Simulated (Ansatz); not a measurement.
`[NH2][GaH2]` from Hartree–Fock to CCSD(T)

| atom | x (Å) | y (Å) | z (Å) |
| --- | --- | --- | --- |
| N1 | -0.019 | 0.943 | -0.138 |
| Ga2 | 0.017 | -0.851 | 0.124 |
| H3 | -0.548 | 1.396 | -0.863 |
| H4 | 0.487 | 1.604 | 0.426 |
| H5 | -0.834 | -1.721 | -0.853 |
| H6 | 0.897 | -1.371 | 1.304 |

The species carries charge 0 and has multiplicity 1. Correlated methods include outer-core shells of Ga, which these sets cover unevenly. Scalar relativity is left out up to krypton. All single points use the PBE0-D4/def2-TZVP geometry. Frozen core, restricted reference, Ansatz.

```json
{"basis": "def2-SVP", "HF (Eh)": "-1979.73891", "MP2 corr.": "-0.39757"}
{"basis": "def2-TZVPP", "HF (Eh)": "-1980.05768", "MP2 corr.": "-0.45798"}
{"basis": "def2-QZVPP", "HF (Eh)": "-1980.10172", "MP2 corr.": "-0.72143"}
```

Q: Estimate the CCSD correlation energy and the (T) correction in each basis where they were run (hartree).

A: 
| basis | CCSD corr. | (T) |
| --- | --- | --- |
| def2-SVP | -0.40974 | -0.01194 |
| def2-TZVPP | -0.47081 | -0.01761 |
| def2-QZVPP | -0.71146 | -0.02292 |
